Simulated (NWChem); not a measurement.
System: NH3Te; SMILES N[TeH]

Input file for NWChem:

```
start job
memory heap 200 mb stack 900 mb global 1100 mb
geometry units angstroms
  Te    -0.027540     0.182075     0.140482
  H     -1.220992     0.837651    -0.813703
  N      0.329727    -1.482417    -1.003070
  H      0.624893    -1.232970    -1.937640
  H     -0.499008    -2.053956    -1.094262
end
basis spherical
  * library def2-svp
end
ecp
  Te library def2-ecp
end
dft
  xc pbe0
  iterations 150
end
driver
  maxiter 120
end
task dft optimize
dft
  grid fine
  convergence energy 1d-8 density 1d-7
end
task dft freq numerical
```

Excerpt of the output:

```
             Northwest Computational Chemistry Package (NWChem) 7.3.0
             --------------------------------------------------------

 CS  symmetry detected

                             Geometry "geometry" -> ""
                             -------------------------

 Output coordinates in angstroms (scale by  1.889725989 to convert to a.u.)

  No.       Tag          Charge          X              Y              Z
 ---- ---------------- ---------- -------------- -------------- --------------
    1 Te                  52.0000     0.03487190    -0.30716117     0.00000000
    2 H                    1.0000    -1.61907669    -0.47754316     0.00000000
    3 N                    7.0000     0.08148061     1.74313445     0.00000000
    4 H                    1.0000    -0.38231314     2.12399143     0.81370369
    5 H                    1.0000    -0.38231314     2.12399143    -0.81370369

 Effective nuclear repulsion energy (a.u.)     140.9915631035

      Symmetry information
      --------------------

 Group name             Cs
 Group number              2
 Group order               2
 No. of unique centers     4

                                Z-matrix (autoz)
                                --------

 Units are Angstrom for bonds and degrees for angles

      Type          Name      I     J     K     L     M      Value
      ----------- --------  ----- ----- ----- ----- ----- ----------
    1 Stretch                  1     2                       1.66270
    2 Stretch                  1     3                       2.05083
    3 Stretch                  3     4                       1.01107
    4 Stretch                  3     5                       1.01107
    5 Bend                     1     3     4               111.47919
    6 Bend                     1     3     5               111.47919
    7 Bend                     2     1     3                97.18386
    8 Bend                     4     3     5               107.18025
    9 Torsion                  2     1     3     4          59.86617
   10 Torsion                  2     1     3     5         -59.86617

                           NWChem Geometry Optimization
                           ----------------------------

 maximum gradient threshold         (gmax) =   0.000450
 rms gradient threshold             (grms) =   0.000300
 maximum cartesian step threshold   (xmax) =   0.001800
 rms cartesian step threshold       (xrms) =   0.001200
 fixed trust radius                (trust) =   0.300000
 source of zmatrix                         =   autoz

          -------------------
          Energy Minimization
          -------------------

 Using diagonal initial Hessian
 Scaling for Hessian diagonals: bonds = 1.00  angles = 0.25  torsions = 0.10

          --------
          Step   0

                                 NWChem DFT Module
                                 -----------------

 Summary of "ao basis" -> "ao basis" (spherical)
 ------------------------------------------------------------------------------
       Tag                 Description            Shells   Functions and Types
 ---------------- ------------------------------  ------  ---------------------
 Te                         def2-svp                10       26   4s4p2d
 H                          def2-svp                 3        5   2s1p
 N                          def2-svp                 6       14   3s2p1d

      Symmetry analysis of basis
      --------------------------

        a'         37
        a"         18

            General Information
            -------------------
          SCF calculation type: DFT
          Wavefunction type:  closed shell.
          No. of atoms     :     5
          No. of electrons :    34
           Alpha electrons :    17
            Beta electrons :    17
          Charge           :     0
          Spin multiplicity:     1
          Use of symmetry is: on ; symmetry adaption is: on
          Maximum number of iterations: 150
          AO basis - number of functions:    55
                     number of shells:    25
          Convergence on energy requested:  1.00D-06
          Convergence on density requested:  1.00D-05
          Convergence on gradient requested:  5.00D-04

              XC Information
              --------------
                         PBE0 Method XC Functional
                     Hartree-Fock (Exact) Exchange  0.250
          PerdewBurkeErnzerhof Exchange Functional  0.750
            Perdew 1991 LDA Correlation Functional  1.000 local
           PerdewBurkeErnz. Correlation Functional  1.000 non-local

             Grid Information
             ----------------
          Grid used for XC integration:  medium
          Radial quadrature: Mura-Knowles
          Angular quadrature: Lebedev.
          Tag              B.-S. Rad. Rad. Pts. Rad. Cut. Ang. Pts.
          ---              ---------- --------- --------- ---------
          Te                  1.40      123           8.0       590
          H                   0.35       45           9.0       434
          N                   0.65       49           8.0       434
          Grid pruning is: on
          Number of quadrature shells:   262
          Spatial weights used:  Erf1

      Superposition of Atomic Density Guess
      -------------------------------------

 Sum of atomic energies:        -366.96573702

      Non-variational initial energy
      ------------------------------

 Total energy =    -323.204977
 1-e energy   =    -681.157074
 2-e energy   =     287.854986
 HOMO         =      -0.236927
 LUMO         =      -0.029199

      Symmetry analysis of molecular orbitals - initial
      -------------------------------------------------

  Numbering of irreducible representations:

     1 a'          2 a"

  Orbital symmetries:

     1 a'          2 a'          3 a'          4 a'          5 a"
     6 a'          7 a'          8 a'          9 a"         10 a"
    11 a'         12 a'         13 a"         14 a'         15 a'
    16 a'         17 a"         18 a'         19 a'         20 a'
    21 a"         22 a'         23 a'         24 a"         25 a'
    26 a"         27 a'

   convergence    iter        energy       DeltaE   RMS-Dens  Diis-err
 ---------------- ----- ----------------- --------- --------- ---------
 d= 0,ls=0.0,diis     1   -324.4171789863 -3.95D+02  1.34D-02  1.97D-01
 d= 0,ls=0.0,diis     2   -324.4218600792 -4.68D-03  6.97D-03  1.70D-01
 d= 0,ls=0.0,diis     3   -324.4407914605 -1.89D-02  2.03D-03  2.95D-02
 d= 0,ls=0.0,diis     4   -324.4442437866 -3.45D-03  5.18D-04  7.05D-04
 d= 0,ls=0.0,diis     5   -324.4443578226 -1.14D-04  1.24D-04  2.23D-05
  Resetting Diis
 d= 0,ls=0.0,diis     6   -324.4443621205 -4.30D-06  3.31D-05  2.18D-06
 d= 0,ls=0.0,diis     7   -324.4443624596 -3.39D-07  5.93D-06  4.07D-08

         Total DFT energy =     -324.444362459573
      One electron energy =     -682.883087665514
           Coulomb energy =      317.081317871261
    Exchange-Corr. energy =      -28.739703259785
 Nuclear repulsion energy =       70.097110594465

 Numeric. integr. density =       34.000011759663

                  Occupations of the irreducible representations
                  ----------------------------------------------

                     irrep           alpha         beta
                     --------     --------     --------
                     a'               12.0         12.0
                     a"                5.0          5.0

                       DFT Final Molecular Orbital Analysis
                       ------------------------------------

 Vector   15  Occ=2.000000D+00  E=-3.408897D-01  Symmetry=a'
              MO Center=  1.4D-02, -6.3D-02,  4.4D-17, r^2= 2.8D+00
   Bfn.  Coefficient  Atom+Function         Bfn.  Coefficient  Atom+Function
  ----- ------------  ---------------      ----- ------------  ---------------
    11      0.348224  1 Te px                 3      0.332132  1 Te s
    12     -0.281336  1 Te py                36     -0.263723  3 N  py
     4      0.251861  1 Te s                 27     -0.227716  2 H  s
    14      0.221506  1 Te px                39      0.184811  3 N  py
    15     -0.179632  1 Te py                28     -0.143938  2 H  s

[...]

      ----------------------
      Optimization converged
      ----------------------

  Step       Energy      Delta E   Gmax     Grms     Xrms     Xmax
  ---- ---------------- -------- -------- -------- -------- --------
@    4    -324.44489057 -3.0D-07  0.00014  0.00005  0.00052  0.00131
                                     ok       ok       ok       ok

                                Z-matrix (autoz)
                                --------

 Units are Angstrom for bonds and degrees for angles

      Type          Name      I     J     K     L     M      Value     Gradient
      ----------- --------  ----- ----- ----- ----- ----- ---------- ----------
    1 Stretch                  1     2                       1.68186    0.00004
    2 Stretch                  1     3                       2.04557    0.00014
    3 Stretch                  3     4                       1.01815    0.00001
    4 Stretch                  3     5                       1.01815    0.00001
    5 Bend                     1     3     4               110.71562   -0.00002
    6 Bend                     1     3     5               110.71562   -0.00002
    7 Bend                     2     1     3               100.17635   -0.00001
    8 Bend                     4     3     5               108.64535    0.00000
    9 Torsion                  2     1     3     4          60.28046   -0.00001
   10 Torsion                  2     1     3     5         -60.28046    0.00001

                         Geometry "geometry" -> "geometry"
                         ---------------------------------

 Output coordinates in angstroms (scale by  1.889725989 to convert to a.u.)

  No.       Tag          Charge          X              Y              Z
 ---- ---------------- ---------- -------------- -------------- --------------
    1 Te                  52.0000     0.02360429    -0.28687423     0.00000000
    2 H                    1.0000    -1.64056622    -0.53013973     0.00000000
    3 N                    7.0000     0.08999313     1.75761934     0.00000000
    4 H                    1.0000    -0.37019084     2.13290381     0.82706149
    5 H                    1.0000    -0.37019084     2.13290381    -0.82706149

 Effective nuclear repulsion energy (a.u.)     141.0293801014

      Symmetry information
      --------------------

 Group name             Cs
 Group number              2
 Group order               2
 No. of unique centers     4

                Final and change from initial internal coordinates
                --------------------------------------------------

                                Z-matrix (autoz)
                                --------

 Units are Angstrom for bonds and degrees for angles

      Type          Name      I     J     K     L     M      Value       Change
      ----------- --------  ----- ----- ----- ----- ----- ---------- ----------
    1 Stretch                  1     2                       1.68186    0.01916
    2 Stretch                  1     3                       2.04557   -0.00525
    3 Stretch                  3     4                       1.01815    0.00708
    4 Stretch                  3     5                       1.01815    0.00708
    5 Bend                     1     3     4               110.71562   -0.76357
    6 Bend                     1     3     5               110.71562   -0.76357
    7 Bend                     2     1     3               100.17635    2.99249
    8 Bend                     4     3     5               108.64535    1.46509
    9 Torsion                  2     1     3     4          60.28046    0.41429
   10 Torsion                  2     1     3     5         -60.28046   -0.41429

 ==============================================================================
                                internuclear distances
 ------------------------------------------------------------------------------
       center one      |      center two      | atomic units |  angstroms
 ------------------------------------------------------------------------------
    2 H                |   1 Te               |     3.17825  |     1.68186
    3 N                |   1 Te               |     3.86557  |     2.04557
    4 H                |   3 N                |     1.92403  |     1.01815
    5 H                |   3 N                |     1.92403  |     1.01815
 ------------------------------------------------------------------------------
                         number of included internuclear distances:          4
 ==============================================================================

[second-derivative integrals and response iterations left out]

  Vibrational analysis via the FX method

  See chapter 2 in "Molecular Vibrations" by Wilson, Decius and Cross

  Vib: Default input used

[...]

 Rotational Constants
 --------------------
 A=   3.730473 cm-1  (  5.367198 K)
 B=   0.262367 cm-1  (  0.377480 K)
 C=   0.255367 cm-1  (  0.367408 K)

 Temperature                      =   298.15K
 frequency scaling parameter      =   1.0000

 Zero-Point correction to Energy  =   20.249 kcal/mol  (  0.032269 au)
 Thermal correction to Energy     =   22.499 kcal/mol  (  0.035855 au)
 Thermal correction to Enthalpy   =   23.091 kcal/mol  (  0.036798 au)

 Total Entropy                    =   64.416 cal/mol-K
   - Translational                =   40.847 cal/mol-K (mol. weight = 146.9332)
   - Rotational                   =   21.385 cal/mol-K (symmetry #  =        1)
   - Vibrational                  =    2.184 cal/mol-K

 Cv (constant volume heat capacity) =   10.637 cal/mol-K
   - Translational                  =    2.979 cal/mol-K
   - Rotational                     =    2.979 cal/mol-K
   - Vibrational                    =    4.679 cal/mol-K

[normal modes left out]

 ----------------------------------------------------------------------------
 Normal Eigenvalue ||           Projected Infra Red Intensities
  Mode   [cm**-1]  || [atomic units] [(debye/angs)**2] [(KM/mol)] [arbitrary]
 ------ ---------- || -------------- ----------------- ---------- -----------
    1       -0.000 ||    0.000168           0.004         0.164       0.060
    2        0.000 ||    0.001957           0.045         1.908       0.702
    3        0.000 ||    0.000254           0.006         0.247       0.091
    4        0.000 ||    0.000003           0.000         0.003       0.001
    5        0.000 ||    0.012139           0.280        11.833       4.356
    6        0.000 ||    0.008059           0.186         7.857       2.892
    7      416.729 ||    0.028438           0.656        27.723      10.205
    8      522.127 ||    0.086826           2.003        84.642      31.158
    9      670.559 ||    0.019382           0.447        18.894       6.955
   10      792.676 ||    0.069957           1.614        68.198      25.105
   11      960.389 ||    0.001219           0.028         1.188       0.437
   12     1545.326 ||    0.018843           0.435        18.369       6.762
   13     2057.989 ||    0.126464           2.918       123.284      45.382
   14     3546.776 ||    0.015234           0.351        14.851       5.467
   15     3658.585 ||    0.029052           0.670        28.321      10.425
 ----------------------------------------------------------------------------
```

Level: PBE0/def2-SVP with def2 effective core potentials on Te. def2 effective core potentials on Te; no spin-orbit coupling.
